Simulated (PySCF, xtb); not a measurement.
CI₂, SMILES [C](I)I (connectivity only; charge and spin as stated), neutral, multiplicity 1.

Harmonic wavenumbers (cm⁻¹) from GFN2-xTB run with xtb at its own minimum, in rising order: 143, 570, 689.

What does B3LYP-D3(BJ)/def2-TZVP (PySCF) give at its own minimum? (An estimate is asked for; the answer gives what the named calculation found.)

132, 496, 579. Paired by order, the mean absolute difference is 65 cm⁻¹ and the zero-point energies are 2.0 and 1.7 kcal/mol.
